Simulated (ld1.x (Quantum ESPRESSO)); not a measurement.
# Varying the PAW potential for Fe

Base potential:

ld1.x (Quantum ESPRESSO) 7.5 input, shortened:

```
&input
   title='Fe', zed=26., rel=2, dft='PBE', iswitch=3,
   config='[Ar] 3d6 4s2 4p0', rel_dist='average'
 /
 &inputp
   pseudotype=3, lpaw=.true., tm=.true., lloc=-1, rcloc=0.95,
   nlcc=.true., new_core_ps=.true., rcore=0.80,
   which_augfun='BESSEL', rmatch_augfun=1.05
 /
6
3S  1  0   2.00   0.00  1.10  1.15  0.0
4S  2  0   2.00   0.00  1.10  1.15  0.0
3P  2  1   6.00   0.00  1.20  1.40  0.0
4P  3  1   0.00   0.00  1.20  1.40  0.0
3D  3  2   6.00   0.00  1.35  1.55  0.0
3D  3  2   0.00   0.40  1.35  1.55  0.0
 &test
   configts(1)='3s2 3p6 3d6 4s2 4p0'
 /
```

Open shells are filled in proportion to 2j + 1 (rel_dist='average').

All-electron outer shells of the reference configuration (PBE, scalar-relativistic, ld1.x):

| shell | level (eV) | outermost node (bohr) | outermost maximum (bohr) |
| --- | --- | --- | --- |
| 2s | -819.73 | 0.08 | 0.22 |
| 2p | -698.45 | – | 0.18 |
| 3s | -94.02 | 0.33 | 0.70 |
| 3p | -60.04 | 0.30 | 0.72 |
| 3d | -7.50 | – | 0.71 |
| 4s | -5.29 | 1.00 | 2.41 |
| 4p | -1.33 | 1.10 | 3.33 |

Cutoffs, loose and tight: the cutoffs (Ry, on a coarse ladder) from which the occupation-weighted sum of valence levels, in a spherical-Bessel basis at the reference potential, stays within 10 and 1 mRy of its value at 400 Ry. They do not see the model core or the augmentation charge, which bear on the density cutoff. Test errors are all-electron minus pseudo excitation energies from the reference, over the configurations 3s2 3p6 3d6 4s1 4p0; 3s2 3p6 3d6 4s0 4p0; 3s2 3p6 3d5 4s0 4p0; 3s2 3p6 3d6 4s1 4p1; 3s2 3p6 3d6 4s1.5 4p0; 3s2 3p6 3d7 4s0 4p0; 3s2 3p6 3d7 4s1 4p0. A dash means not determined; rows that change the core or the reference have their own tests.

Cutoffs are not given where the Bessel-basis levels miss the radial ones by over 6 mRy, ghosts where they miss by over 20 mRy; a channel whose overlap is not positive is not tested.

| change | outcome | bound ghosts | largest test error (meV) |
| --- | --- | --- | --- |
| base | generated | not determined | +1.7 |
| wave 3d channel at 0.4 Ry: rcut 1.35, rcutus 1.55 bohr becomes 3d channel at -0.41 Ry: rcut 1.35, rcutus 1.55 bohr | generated | not determined | +2.1 |
| wave 3d channel at 0.4 Ry: rcut 1.35, rcutus 1.55 bohr becomes 3d channel at -0.38 Ry: rcut 1.35, rcutus 1.55 bohr | generated | not determined | +2.0 |
| wave 3d channel at 0.4 Ry: rcut 1.35, rcutus 1.55 bohr becomes 3d channel at -0.23 Ry: rcut 1.35, rcutus 1.55 bohr | generated | not determined | +2.0 |
| wave 3d channel at 0.4 Ry: rcut 1.35, rcutus 1.55 bohr becomes 3d channel at -0.11 Ry: rcut 1.35, rcutus 1.55 bohr | generated | not determined | +1.9 |
| wave 3d channel at 0.4 Ry: rcut 1.35, rcutus 1.55 bohr becomes 3d channel at 0.23 Ry: rcut 1.35, rcutus 1.55 bohr | generated | not determined | +1.8 |
| wave 3d channel at 0.4 Ry: rcut 1.35, rcutus 1.55 bohr becomes 3d channel at 0.68 Ry: rcut 1.35, rcutus 1.55 bohr | generated | not determined | -1.4 |
| wave 3d channel at 0.4 Ry: rcut 1.35, rcutus 1.55 bohr becomes 3d channel at 0.97 Ry: rcut 1.35, rcutus 1.55 bohr | generated | not determined | -3.6 |
| wave 3d channel at 0.4 Ry: rcut 1.35, rcutus 1.55 bohr becomes 3d channel at 2.22 Ry: rcut 1.35, rcutus 1.55 bohr | generated | not determined | -4.8 |
| wave 3d channel at 0.4 Ry: rcut 1.35, rcutus 1.55 bohr becomes 3d channel at 3.8 Ry: rcut 1.35, rcutus 1.55 bohr | generated | not determined | +8.2 |
| wave 3d channel at 0.4 Ry: rcut 1.35, rcutus 1.55 bohr becomes 3d channel at 5.26 Ry: rcut 1.35, rcutus 1.55 bohr | generated | not determined | +10 |
